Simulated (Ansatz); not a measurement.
Consider the redistribution: `[SiH3][O][In]([Cl])[Cl]` + `CO[SiH2]F` → `[Cl][InH][Cl]` + `CO[SiH](F)O[SiH3]`.

Gas-phase electronic energies from Ansatz, PBE0-D4/def2-TZVP geometries. CCSD(T)/CBS is the MP2 limit (def2-TZVPP, def2-QZVPP) plus CCSD(T) − MP2 in def2-TZVPP, frozen cores. Functionals use def2-TZVPP. def2 core potentials past Kr. For In outer-core shells are correlated without core-valence functions, which leaves a few kJ/mol of doubt a bond. Each species was taken in one conformer, which may not be the lowest.

CCSD(T)/CBS gives -1.10 eV.

Task: Another level gave -1.18 eV. Which?
A. ωB97M-V/def2-TZVPP
B. CCSD(T)/def2-TZVPP
C. CCSD/def2-TZVPP
D. HF/def2-TZVPP

Result: C. CCSD/def2-TZVPP -1.18, CCSD(T)/def2-TZVPP -1.14, ωB97M-V -1.23, HF/def2-TZVPP -1.29 eV.

Largest T1 diagnostic among the species: 0.014.

In def2-TZVPP, CCSD(T) changes the Hartree–Fock value by +0.15 eV (the triples alone add +0.04 eV) and MP2 by +0.18 eV. From PBE to PBE0 (25 % exact exchange), in def2-TZVPP and without D4, ΔE moves by −0.09 eV.
